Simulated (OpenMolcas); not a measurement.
Pt2+: moving or changing the point charges

Pt2+ among 5 point charges of -2 e arranged as a trigonal bipyramid (D3h), 2.24 Å from the ion, with the axial distance 2.598 Å.

* Program: OpenMolcas 26.06
* Method: SS-CASPT2, IPEA 0.25 Eh, imaginary shift 0.1 Eh (closed shells correlated: 4f 5s 5p)
* Basis: ANO-RCC-VDZP [7s6p4d2f]
* Scalar Hamiltonian: DKH2, point nucleus
* Active space: 8 electrons in 5 orbitals (5d)
* State averaging: 2S+1 = 3 even, 10 roots; 2S+1 = 1 even, 15 roots
* Spin-orbit coupling: state interaction with AMFI integrals over the reference wave functions

Runs around this geometry, states (labels of D3, the rotations of D3h). Energies in cm-1 above the lowest state or level, χT in cm3 K/mol.

| R (Å) | q (e) | Axial / equatorial distance | Ground state | First state of that spin | First gap with spin-orbit (degeneracies) | χT at 300 K | First state of another spin |
| --- | --- | --- | --- | --- | --- | --- | --- |
| 2.24 | -2 | 1.07 | 3E | 3E 3470 | 1 (1, 1) | 2.621 | 1A1 8400 |
| 2.24 | -1.6 | 1.16 | 3E | 3E 2930 | 1 (1, 1) | 2.633 | 1A1 9830 |
| 2.04 | -2 | 1.16 | 3E | 3E 5000 | 3 (1, 1) | 2.380 | 1A1 9710 |
| 2.24 | -2 | 1.16 | 3E | 3E 3570 | 1 (1, 1) | 2.534 | 1A1 9980 |
| 2.34 | -2 | 1.16 | 3E | 3E 2980 | 1 (1, 1) | 2.625 | 1A1 9890 |

Taking the first state of the same spin as R^-n, n = -ln(2980 / 5000) / ln(2.34 / 2.04) = 3.8 between the shortest and longest distance.

Scaling the charges by -1.6 / -2 = 0.80 scales the first state of the same spin by 2930 / 3570 = 0.82; with fixed orbitals a first-order splitting would follow the charge.

Roots that are degenerate in the reference are averaged as groups; the widest CASPT2 spread within a group is 76 cm-1 (the 2-fold group of multiplicity 3 near 0 cm-1 above the lowest state of its run, R = 2.34, q = -2, ratio = 1.16). Shifts and gaps below about the spread of the groups concerned are not significant. An orbital doublet at a regular site is open to a Jahn-Teller distortion, which this geometry leaves out. Real 4d8 and 5d8 ions are as a rule square planar and diamagnetic. Point charges give a weaker field than real ligands, and real ions of this kind are as a rule low spin; the high spin found here belongs to the model. Free-ion shares, where given, are those of the reference states; single-state CASPT2 does not remix them. This shell can be high or low spin here, a state of another spin lies low, and with metal d orbitals alone active their balance is uncertain, so the ground spin may be wrong (holds for R = 2.24, q = -2, ratio = 1.07). The ground term spreads over less than 5000 cm-1, several times less than with real ligands, so orbital moments are less quenched and χT lies further from the spin-only value than at real sites (holds for R = 2.24, q = -1.6, ratio = 1.16; R = 2.34, q = -2, ratio = 1.16). Point charges carry no covalency, so the field is a model and not that of real ligands. No measured value stands beside these numbers.
